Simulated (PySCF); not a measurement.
**Dipole response of Ca (calcium, neutral)**

[Ar] 4s2, closed-shell 1S. Computed with PySCF 2.14 in aug-cc-pwCVQZ-X2C, with scalar relativity by spin-free X2C-1e. Coupled (time-dependent) response in atomic units; α is the mean over directions.

| method | mean α (bohr³) | C₆ (like pair) | S(−4) |
| --- | --- | --- | --- |
| UHF | 182.8 | 2717 | 16530 |
| PBE | 157.8 | 2177 | 12440 |

S(−4) is the Cauchy moment in α(ω) = α(0) + S(−4) ω² + …

Reference α: 160.8 ± 4 bohr³ (recommended; Schwerdtfeger and Nagle, table of static dipole polarizabilities (2023 update)). Published C₆: 2163 (Chu and Dalgarno (2004); Tang, Norbeck and Certain (1976)).

Hartree-Fock lies above the reference because it lacks correlation, which contracts the outer shell.

α(iu) at UHF:

```json
{"u (hartree)": "0", "α(iu) (bohr³)": "182.8"}
{"u (hartree)": "0.0500", "α(iu) (bohr³)": "149.3"}
{"u (hartree)": "0.100", "α(iu) (bohr³)": "97.13"}
{"u (hartree)": "0.200", "α(iu) (bohr³)": "42.11"}
{"u (hartree)": "0.300", "α(iu) (bohr³)": "22.87"}
{"u (hartree)": "0.500", "α(iu) (bohr³)": "10.55"}
{"u (hartree)": "0.750", "α(iu) (bohr³)": "5.969"}
{"u (hartree)": "1.00", "α(iu) (bohr³)": "4.061"}
{"u (hartree)": "1.50", "α(iu) (bohr³)": "2.330"}
{"u (hartree)": "2.00", "α(iu) (bohr³)": "1.526"}
{"u (hartree)": "3.00", "α(iu) (bohr³)": "0.8020"}
{"u (hartree)": "5.00", "α(iu) (bohr³)": "0.3402"}
```
